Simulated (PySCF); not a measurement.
Compound: C8H6F2O.
Atom-mapped SMILES: `[F:1][c:2]1[cH:3][cH:4][c:5]2[c:6]([cH:7]1)[C@@H:8]([F:9])[O:10][CH2:11]2` (hydrogens: H12 on C3; H13 on C4; H14 on C7; H15 on C8; H16, H17 on C11)

Method: PySCF 2.14.0, PBE0-D3(BJ)/def2-SVP geometry optimisation, gas phase; density fitting, grid level 1; the optimiser is geomeTRIC in internal coordinates, started from a GFN2-xTB structure with every atom displaced at random (about 0.01 Å).

Step 0: E = -15845.5991 eV
```
atom  x, y, z in Å  |  force x, y, z in eV/Å
F1      3.1231   -1.2814   -1.0963   -1.374   0.984   0.538
C2      1.9838   -0.6267   -0.6779    1.581  -1.262  -0.654
C3      2.0449    0.7301   -0.3991    2.772  -0.004  -0.579
C4      0.9689    1.4162    0.0248   -3.098   0.178   0.757
C5     -0.2471    0.7003    0.1560    0.393   0.679   0.187
C6     -0.2977   -0.6481   -0.1271    0.099   0.062  -0.123
C7      0.8270   -1.3534   -0.5498   -0.564   0.300   0.190
C8     -1.6772   -1.1142    0.1624   -0.931  -0.957   1.125
F9     -1.6728   -1.8529    1.3777    0.178   0.425  -0.878
O10    -2.4498    0.0128    0.3382    0.523   0.056  -0.131
C11    -1.6129    1.1325    0.6196    0.026   0.072  -0.573
H12     3.0175    1.2410   -0.5080   -0.290  -0.260  -0.052
H13     0.9542    2.4750    0.2612    0.395   0.263  -0.014
H14     0.7794   -2.4059   -0.7531    0.142  -0.661  -0.172
H15    -2.1578   -1.7959   -0.5691    0.161   0.271   0.077
H16    -1.6227    1.3775    1.6919   -0.042   0.004   0.148
H17    -1.9993    2.0041    0.0551    0.029  -0.150   0.153
```

Step 1: E = -15845.6326 eV
```
atom  x, y, z in Å  |  force x, y, z in eV/Å
F1      2.9993   -1.1644   -1.3413    0.574  -0.629   0.432
C2      2.0077   -0.6485   -0.6296   -0.488   0.573  -0.859
C3      2.1093    0.7001   -0.2988   -0.790   0.312  -0.074
C4      0.9513    1.4056    0.0680    0.531  -0.319   0.303
C5     -0.2447    0.7094    0.1868   -0.181  -0.033   0.002
C6     -0.2932   -0.6561   -0.0734   -0.184   0.059  -0.016
C7      0.8195   -1.3622   -0.4987    0.171  -0.181   0.179
C8     -1.6905   -1.1410    0.2152    0.414   0.078  -0.339
F9     -1.6356   -1.9225    1.3402   -0.285  -0.007   0.292
O10    -2.4425    0.0004    0.3925    0.117  -0.104   0.086
C11    -1.6254    1.1495    0.5752   -0.038  -0.043   0.165
H12     3.0547    1.2104   -0.4575    0.171   0.079  -0.031
H13     1.0158    2.4738    0.2692   -0.024   0.135   0.030
H14     0.7883   -2.4272   -0.7362   -0.019   0.022  -0.120
H15    -2.1510   -1.7610   -0.5733   -0.018   0.015   0.038
H16    -1.6767    1.4888    1.6271    0.031   0.003  -0.049
H17    -2.0246    1.9562   -0.0587    0.016   0.039  -0.041
```

Step 2: E = -15845.7539 eV
```
atom  x, y, z in Å  |  force x, y, z in eV/Å
F1      3.0484   -1.2884   -1.2185    0.135   0.455   0.347
C2      2.0142   -0.6362   -0.6852   -0.735  -0.184  -0.097
C3      2.0723    0.7181   -0.3515    0.631   0.152  -0.396
C4      0.9400    1.4238    0.0627    0.085  -0.381   0.072
C5     -0.2519    0.7186    0.1809   -0.035   0.001   0.028
C6     -0.2893   -0.6449   -0.0974   -0.106  -0.049  -0.009
C7      0.8269   -1.3477   -0.5304   -0.057  -0.014   0.086
C8     -1.6777   -1.1395    0.2044    0.081   0.025  -0.032
F9     -1.6529   -1.9119    1.3433   -0.009  -0.018   0.035
O10    -2.4339   -0.0060    0.3981   -0.015   0.087  -0.012
C11    -1.6266    1.1458    0.5945   -0.047  -0.083   0.036
H12     3.0262    1.2322   -0.4832    0.035   0.046   0.006
H13     1.0091    2.4905    0.2891    0.015  -0.030  -0.013
H14     0.8010   -2.4178   -0.7450   -0.022   0.011  -0.062
H15    -2.1463   -1.7567   -0.5805    0.017  -0.024   0.017
H16    -1.6654    1.4695    1.6505    0.016   0.001  -0.002
H17    -2.0325    1.9619   -0.0252    0.011   0.004  -0.005
```

Step 3: E = -15845.7630 eV
```
atom  x, y, z in Å  |  force x, y, z in eV/Å
F1      3.1114   -1.2161   -1.0828   -0.172  -0.399  -0.183
C2      1.9819   -0.6176   -0.7035    0.593  -0.017   0.192
C3      2.0941    0.7398   -0.4052   -0.631  -0.183   0.033
C4      0.9482    1.3904    0.0420   -0.018   0.604   0.081
C5     -0.2532    0.6991    0.1717    0.138  -0.106  -0.009
C6     -0.3128   -0.6603   -0.1147    0.065   0.042  -0.019
C7      0.8071   -1.3543   -0.5519    0.280   0.046  -0.100
C8     -1.6989   -1.1429    0.2015   -0.108   0.015   0.142
F9     -1.6918   -1.9092    1.3485    0.129  -0.020  -0.100
O10    -2.4386   -0.0005    0.4068   -0.044   0.124  -0.068
C11    -1.6158    1.1383    0.6084   -0.024   0.013  -0.032
H12     3.0556    1.2507   -0.5262   -0.168  -0.116   0.021
H13     1.0085    2.4551    0.2844   -0.063   0.011   0.009
H14     0.7977   -2.4259   -0.7608    0.027   0.024  -0.015
H15    -2.1821   -1.7557   -0.5774    0.012  -0.019   0.002
H16    -1.6352    1.4535    1.6668   -0.009  -0.007   0.022
H17    -2.0146    1.9667   -0.0007   -0.006  -0.012   0.022
```

Task: Estimate the geometry and energy of step 4. (The exact step hangs on the optimiser's Hessian estimate; all steps are aligned on step 3, rigid shifts and turns removed.)

Result: E = -15845.8003 eV, largest force 0.140 eV/Å
```
atom  x, y, z in Å  |  force x, y, z in eV/Å
F1      3.0908   -1.2542   -1.1079   -0.007  -0.030   0.009
C2      1.9929   -0.6329   -0.6812    0.019  -0.010  -0.053
C3      2.0706    0.7285   -0.3918    0.062   0.093   0.004
C4      0.9416    1.4176    0.0488   -0.002  -0.134  -0.038
C5     -0.2490    0.7090    0.1759   -0.063   0.008   0.042
C6     -0.3009   -0.6516   -0.1128   -0.044   0.036  -0.013
C7      0.8138   -1.3578   -0.5454    0.049   0.064   0.048
C8     -1.6877   -1.1372    0.1979   -0.003  -0.002   0.009
F9     -1.6606   -1.9129    1.3360    0.006   0.003   0.015
O10    -2.4358    0.0013    0.4012   -0.001  -0.016  -0.022
C11    -1.6171    1.1407    0.6082   -0.016  -0.003  -0.002
H12     3.0277    1.2360   -0.5228    0.019  -0.011  -0.001
H13     1.0040    2.4841    0.2792   -0.009  -0.017  -0.012
H14     0.7954   -2.4270   -0.7642   -0.006   0.010  -0.005
H15    -2.1628   -1.7536   -0.5834   -0.012   0.006   0.005
H16    -1.6429    1.4524    1.6680    0.006  -0.004   0.006
H17    -2.0185    1.9686    0.0010    0.001   0.008   0.009
```

The energy changes by -0.0373 eV. The first-order estimate −F·Δx gives -0.0820 eV and the mean of the old and new forces, exact on a quadratic surface, -0.0375 eV. The step makes an angle of 49° with the force vector and moves no atom by more than 0.050 Å.

What follows is the cost of the whole optimisation. On an AMD EPYC 9R45 with one thread, shared host with 96 logical CPUs at a one-minute load of 9.9, this took 67 s and 0.85 GiB of memory at its peak.
